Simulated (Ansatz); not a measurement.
The first iterations of a band of ClH3O2Si (7 atoms, charge 0, multiplicity 1).

Level of theory: RKS B3LYP-D4/def2-SVP in Ansatz 0.2.0.

- movable images: 7
- climbing image: yes
- spring: 5.0 eV/Å²
- optimiser: quadratic models (default)
- start path: through a guess of the saddle point
- force threshold: 0.03 eV/Å
- iteration limit: 60
- end points: relaxed

First end point:

```xyz
7
Properties=species:S:1:pos:R:3
Si -0.104 0.028 0.409
H -0.025 0.253 1.862
Cl 1.833 -0.245 -0.314
O -0.812 1.368 -0.228
H -1.062 1.341 -1.161
O -0.979 -1.307 -0.023
H -0.501 -2.133 -0.162
```

Last end point:

```xyz
7
Properties=species:S:1:pos:R:3
Si -0.431 0.136 -0.047
H 1.839 0.040 1.137
Cl 2.955 -0.302 1.721
O -1.336 1.407 -0.609
H -2.178 1.210 -1.050
O -1.407 -1.150 -0.495
H -1.091 -2.037 -0.274
```

| iteration | highest image above the first end (eV) | largest band force component (eV/Å) |
| --- | --- | --- |
| 1 | 4.309 | 31.193 |
| 2 | 3.392 | 1.199 |
| 3 | 3.007 | 1.684 |
| 4 | 2.867 | 2.438 |
| 5 | 2.884 | 0.627 |
| 6 | 2.913 | 0.586 |
| 7 | 2.942 | 1.038 |

Question: Does the band converge within its limit, and where does its top end?

Answer: It converged. It ended after 22 iterations with the highest image 2.832 eV above the first end. Neighbouring images differ by up to 1.4 eV, so the band resolves the path poorly. A vibrational analysis at the climbing image gives one clearly imaginary mode, 880i cm⁻¹: a first-order saddle point. The orbitals stay closed-shell, which can raise the energy where a bond breaks towards radicals; this wasn't checked here.

Run time: 6.6 min on 1 thread of Arm Neoverse V1 (shared host), peak memory 0.17 GiB.
